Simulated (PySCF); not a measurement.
A structure optimised at PBE-D3(BJ)/def2-SVP, used in a PySCF frequency run:

```xyz
12

Al    -0.0754    -0.5614     0.0000
F     -1.0623    -1.9278     0.0000
C     -0.8491     1.2398     0.0000
C      0.1752     2.3867     0.0000
H     -1.5265     1.3174    -0.8801
H     -1.5265     1.3174     0.8801
H      0.8366     2.3512     0.8912
H      0.8366     2.3512    -0.8912
H     -0.3103     3.3859     0.0000
N      1.6796    -0.8503     0.0000
H      2.1297    -1.7681     0.0000
H      2.3880    -0.1136     0.0000
```
Charge 0, spin multiplicity 1.

Q: Write its SMILES, formula and point group.

A: C[CH2][Al]([NH2])[F], C₂H₇AlFN, Cs

Q: What are its rotational constants (standard atomic weights)?

A: 5.6611, 2.4339, 1.7391 GHz
